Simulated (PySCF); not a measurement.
HgF₃⁻: one-bond stretch

These are results of B3LYP in PySCF with Hg def2-SVPD with ECP60, F def2-SVPD; scalar-relativistic core potentials, no spin–orbit coupling; density-fitted integrals, not measurements.

Rigid scan from the singlet minimum (Hg–F 2.119 Å (×2), Hg–F 2.141 Å; F–Hg–F 117.0° (×2), F–Hg–F 126.0°). Coordinate: the bond from Hg to the last atom (F) scaled, the rest fixed. Energies in kJ/mol from the minimum.

```tsv
scale of one bond	E (kJ/mol)	dipole size (D, about the centre of mass)
0.92	21.1	1.45
0.96	4.6	1.01
1.00	0.0	0.67
1.05	5.1	0.65
1.12	23.6	1.28
1.20	51.3	2.15
1.35	103.6	3.76
1.55	158.5	–
1.80	203.1	–
2.20	239.6	–
```

At long bonds a restricted determinant can lie too high, and another spin state can fall below this curve.

With an element this heavy the missing spin–orbit coupling can shift these numbers.

Other isomers or separated fragments may lie lower.

The scan took 18 s on 2 threads of a shared Arm Neoverse V2 host; the process peaked at 1.2 GiB.
